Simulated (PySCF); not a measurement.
C2H9ClOSi2, SMILES O([Si](C)(Cl)C)[SiH3].

The structure is a stationary point at PBE0-D3(BJ)/def2-SVP. Other conformers were not sampled.

Method: PBE0-D3(BJ)/def2-SVP run with PySCF.

Frequencies are harmonic and unscaled.

Computed harmonic wavenumbers and intensities:
```tsv
mode	ν (cm⁻¹)	IR (km/mol)	moving atoms (share of kinetic energy)
1	16	1.0	H 29 %, O 27 %, C 22 %, Si 21 %
2	64	2.4	Si 40 %, Cl 37 %, H 13 %, O 8 %
3	65	0.1	H 92 %
4	148	0.0	H 98 %
5	160	0.1	H 97 %
6	173	0.1	C 37 %, H 26 %, Cl 22 %, O 12 %
7	184	0.1	C 47 %, H 34 %
8	212	2.7	H 32 %, C 29 %, Si 19 %, Cl 14 %
9	281	19.1	O 30 %, C 23 %, Si 22 %, H 21 %
10	288	9.7	O 39 %, Si 22 %, Cl 18 %, H 13 %, C 8 %
11	485	30.8	Cl 40 %, Si 29 %, C 18 %, H 8 %
12	598	33.0	Si 48 %, H 23 %, O 14 %, C 9 %
13	695	0.7	H 66 %, C 29 %
14	702	19.1	C 40 %, Si 30 %, H 28 %
15	723	36.5	H 83 %, Si 9 %
16	739	48.1	H 80 %, O 10 %, Si 9 %
17	745	0.4	H 77 %, C 22 %
18	815	131.1	Si 42 %, H 32 %, C 25 %
19	840	159.3	H 60 %, C 20 %, Si 18 %
20	858	119.3	H 61 %, C 22 %, Si 16 %
21	951	79.6	H 96 %
22	951	85.6	H 96 %
23	985	465.3	H 77 %, Si 16 %
24	1089	395.1	O 72 %, Si 17 %, H 11 %
25	1268	57.0	H 75 %, C 24 %
26	1271	35.7	H 77 %, C 22 %
27	1418	0.7	H 96 %
28	1419	1.9	H 96 %
29	1426	4.0	H 96 %
30	1431	9.7	H 96 %
31	2241	76.7	H 98 %
32	2241	134.6	H 96 %
33	2257	126.4	H 97 %
34	3061	0.1	H 97 %
35	3062	0.6	H 97 %
36	3167	0.0	H 91 %, C 9 %
37	3169	2.7	H 91 %, C 9 %
38	3176	0.3	H 91 %, C 9 %
39	3176	1.5	H 91 %, C 9 %
```
